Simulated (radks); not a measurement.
Values are calculated unless marked as measured or tabulated.
Task: These are the eigenvalues of the occupied orbitals of an atom or ion with whole-number occupations (eV). Level of theory: non-relativistic Kohn-Sham, r2SCAN, spin-polarised, spherical densities, point nucleus; meta-GGA in the generalised Kohn-Sham scheme (a radial shooting solver on a logarithmic mesh with Libxc functionals).

orbital  eigenvalue
1s up     -312.0490

Which element is it, and in what charge state? The configuration may be excited. Open shells, if any, are filled with parallel spins first.

Result: Z = 5, boron, charge +4: B4+ in 1s1. The 1s level, -11.468 hartree, gives Z - s = 4.8 by -(Z - s)^2/2, which with screening narrows Z to a few neighbours, and with so few levels the electron count can be read from the list.
